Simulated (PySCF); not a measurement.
# Broadened absorption spectrum of phthalide

Compound: phthalide, C8H6O2.
SMILES: `O=C1OCC2=CC=CC=C12`

Computed with PySCF, TDDFT B3LYP/def2-SVPD, vertical, gas phase, core orbitals frozen in the response. Isolated species at its PBE0-D3(BJ)/def2-SVP geometry, gas phase.

Each state is given a Gaussian of 0.5 eV full width at half maximum, with ε(max) = 2.175×10⁸ f / Δν̃ (Δν̃ the width in cm⁻¹). The width is an assumption, not a result. The curve ends short of the highest state used, and states not computed would add to its high-energy end.

```tsv
λ (nm)	ε (L mol⁻¹ cm⁻¹)
192.8	33113
196.8	28089
200.7	19593
204.7	11332
208.6	6524
212.6	5044
216.5	5354
220.5	5672
224.4	5153
228.4	3964
232.3	2778
236.3	1969
240.2	1616
244.2	1494
248.1	1398
252.0	1219
256.0	955
259.9	678
263.9	431
267.8	252
271.8	134
275.7	67
279.7	30
283.6	13
287.6	5
291.5	2
295.5	1
299.4	0
303.4	0
307.3	0
```

Q: Locate the maxima and give the states behind the curve.

A: 220 nm (5.63 eV), ε about 5700, made up of S3 (97%) (ε in L mol⁻¹ cm⁻¹; maxima over ε = 5, shares over 10%). At its high-energy end, 6.43 eV, the curve is still rising (ε about 33000, from S6 and S7). The states used: S1 4.78 eV (f 0.0000); S2 5.02 eV (f 0.025); S3 5.61 eV (f 0.102); S4 5.83 eV (f 0.0003); S5 6.20 eV (f 0.069); S6 6.35 eV (f 0.336); S7 6.58 eV (f 0.284); S8 6.83 eV (f 0.219); S9 6.97 eV (f 0.0030); S10 7.03 eV (f 0.0001).

Q: Coming from long wavelengths, where does ε first pass 100 L mol⁻¹ cm⁻¹?

A: At about 273 nm (4.53 eV), 0.25 eV below S1.

Q: What would ε be at 5.63 eV, the highest of these maxima, with half the width (0.25 eV)?

A: About 10900 L mol⁻¹ cm⁻¹ against 5670, a factor of about 1.9; a lone state at its own centre would give exactly 2.

Q: On this curve, what absorbance would a 10⁻⁵ mol/L sample give at 280 nm over a 1 cm path?

A: 280 nm is 4.428 eV, where ε is about 29 L mol⁻¹ cm⁻¹, so A = ε c l ≈ 0.00029 (Beer–Lambert, with the gas-phase spectrum and the assumed width).

All these states lie below the vertical ionisation energy of 9.57 eV (ΔSCF).
